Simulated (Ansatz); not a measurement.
Consider the cleavage of the Ge–Si bond: `[GeH3][SiH]1CS1` + `CC(O)=S` → `CC(=S)[O][GeH3]` + `C1[SiH2]S1`.

Program: Ansatz. Geometries: PBE0-D4/def2-TZVP. ΔE: electronic, gas phase. CCSD(T)/CBS adds triple-zeta CCSD(T) − MP2 to the extrapolated MP2 energy (def2 sets, frozen cores). DFT in def2-TZVPP. For Ge outer-core shells are correlated without core-valence functions, which leaves a few kJ/mol of doubt a bond. Scalar relativity is left out up to krypton. Each species was taken in one conformer, which may not be the lowest.

Question: Is it downhill or uphill in electronic energy at CCSD(T)/CBS, and by how much? (Best estimate.)

Answer: Computed: Uphill: ΔE = +6.5 kcal/mol.

Question: What do these levels give: PBE-D4, r2SCAN-D4, PBE0-D4, ωB97X-V, B2PLYP, PBE, r2SCAN, HF/def2-TZVPP, SCS-MP2/def2-TZVPP, CCSD(T)/def2-TZVPP, HF/def2-QZVPP, HF/CBS(def2)? (An estimate is asked.)

Answer: Computed: PBE-D4 10.1, r2SCAN-D4 8.0, PBE0-D4 9.8, ωB97X-V 6.1, B2PLYP 5.7, PBE 10.4, r2SCAN 8.0, HF/def2-TZVPP 2.7, SCS-MP2/def2-TZVPP 3.8, CCSD(T)/def2-TZVPP 5.8, HF/def2-QZVPP 2.1, HF/CBS(def2) 2.1 kcal/mol.

Largest T1 diagnostic among the species: 0.017.

In def2-TZVPP, CCSD(T) changes the Hartree–Fock value by +3.1 kcal/mol (the triples alone add +0.2 kcal/mol) and MP2 by +2.6 kcal/mol.
